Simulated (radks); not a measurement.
Polarisability of neutral titanium, [Ar] 3d2 4s2, at imaginary frequency. Calculated with a radial shooting solver on a logarithmic mesh with Libxc functionals: non-relativistic Kohn-Sham, exchange-only LDA, spin-polarised, spherical densities, point nucleus; open shells are filled with parallel spins first. Response by self-consistent Sternheimer equations with the Hartree and adiabatic exchange-only LDA kernel.

w (hartree),alpha1(iw) (bohr^3)
0.00266,111.5
0.0143,110.0
0.0360,102.6
0.0697,85.98
0.118,62.77
0.186,40.45
0.280,24.22
0.413,14.16
0.605,8.292
0.892,4.873
1.35,2.795
2.12,1.470
3.59,0.6490
6.94,0.2160
17.5,0.04464

Static values: alpha1 = 111.6 bohr^3 (16.53 angstrom^3; uncoupled 214.1). C6 = 1295, triple-dipole C9 = 103400 atomic units. One-pole (London) frequency 4 C6 / (3 alpha1^2) = 0.139 hartree, against 0.120 for minus the highest occupied eigenvalue. The dipole shielding factor is 1.000, as the force sum rule N/Z = 1.000 demands. Recommended static value: 87 bohr^3 (Schwerdtfeger and Nagle, 2023 table).
